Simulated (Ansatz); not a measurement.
Dimer: NH3 (SMILES N) (first 4 atoms) with HI (SMILES I); geometry from B3LYP-D3(BJ)/def2-TZVP.
(charge 0, multiplicity 1):
```xyz
6

N     -0.0803    -0.0838     0.5171
H      0.1505    -0.9682     0.0788
H     -1.0025     0.2049     0.2112
H      0.5961     0.6136     0.2282
I     -0.0320    -0.4129     3.8603
H     -0.0567    -0.2442     2.1463
```

Basis-set superposition error: the interaction energy with monomers in their own basis, and in the dimer's basis (counterpoise).

Programs: Ansatz (an electronic-structure program) with Gaussian orbitals. Each number belongs to the level named beside it. In def2 rows elements past Kr take small-core potentials, without spin–orbit coupling.

```tsv
level	uncorrected (kcal/mol)	counterpoise (kcal/mol)	difference
HF/def2-TZVPPD	-2.68	-2.54	0.14
HF/def2-QZVPPD	-2.48	-2.47	0.02
PBE/def2-TZVPPD	-10.77	-10.57	0.20
revPBE/def2-TZVPPD	-8.17	-7.96	0.21
r2SCAN/def2-TZVPPD	-11.20	-11.02	0.18
wB97X-V/def2-TZVPPD	-8.28	-8.11	0.17
MP2/def2-TZVPPD	-8.85	-7.84	1.01
SCS-MP2/def2-TZVPPD	-6.70	-5.64	1.06
CCSD/def2-SVPD	-6.67	-4.16	2.51
CCSD/def2-QZVPPD	-5.96	-5.69	0.27
```

The error is largest for CCSD/def2-SVPD (2.51 kcal/mol) and smallest for HF/def2-QZVPPD (0.02 kcal/mol).
